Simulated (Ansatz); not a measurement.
CrF₄, SMILES [F][Cr+]([F])([F])[F] (connectivity only; charge and spin as stated), charge +1, multiplicity 2. Atoms are numbered in the order given.

```xyz
5

Cr     0.0000     0.0000     0.0000
F      0.9613     0.9613     0.8815
F     -0.9613    -0.9613     0.8815
F      0.9613    -0.9613    -0.8815
F     -0.9613     0.9613    -0.8815
```
Charge +1, spin multiplicity 2.

Coordinates come from a PBE0-D3(BJ)/def2-SVP optimisation. The spin state was assumed, not searched.

Two levels are set side by side: PBE-D3(BJ)/def2-SVP (Ansatz, a first-principles code) and PBE0-D3(BJ)/def2-SVP (Ansatz). Each level has its own optimised geometry; the coordinates shown are those of the second. Differences are taken from unrounded values.

| quantity | PBE0-D3(BJ) | PBE-D3(BJ) | PBE-D3(BJ) minus PBE0-D3(BJ) |
|---|---|---|---|
| mean bond length (Å) | 1.620 | 1.648 | 0.028 |
| bond Cr1–F2 (Å) | 1.620 | 1.648 | 0.028 |
| bond Cr1–F3 (Å) | 1.620 | 1.648 | 0.028 |
| bond Cr1–F4 (Å) | 1.620 | 1.648 | 0.028 |
| bond Cr1–F5 (Å) | 1.620 | 1.648 | 0.028 |

GGA bonds tend to be longer and softer than those of functionals with exact exchange. Differences between two approximate levels are no errors against the true value.
